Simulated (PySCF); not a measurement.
# How methods differ on the ionisation energy of Ge²⁹⁺

Ge²⁹⁺ [He] 2s1 (2S) → Ge³⁰⁺ 1s2 (1S), as a difference of total energies. Calculation: PySCF 2.14, in an even-tempered Gaussian basis (19 s from 8.7 bohr⁻², ratio 2.2; 8 p from 13 bohr⁻², ratio 2.4; 6 d from 40 bohr⁻², ratio 2.4; 5 f from 61 bohr⁻², ratio 2.4; 4 g from 91 bohr⁻², ratio 2.4); the spin-free X2C one-electron Hamiltonian (Gaussian nucleus). Correlated levels: nothing frozen; virtual orbitals above 40 to 60 times the deepest correlated orbital energy dropped. The calculations carry no spin-orbit coupling.

| method | ionisation energy (eV) |
| --- | --- |
| UHF | 3195.6 |
| LDA | 3192.0 |
| PBE | 3198.4 |
| PBE0 | 3197.8 |
| r2SCAN | 3194.1 |
| BLYP | 3198.9 |
| PW91 | 3198.9 |
| MP2 (all electrons) | 3195.8 |
| SCS-MP2 (all electrons) | 3195.8 |

For this ion Breit and QED terms and the two-electron picture change, all absent here, outweigh the differences among the correlated methods.

For comparison: 3194.3 eV (theoretical estimate listed by NIST; NIST Atomic Spectra Database, ionization energies).
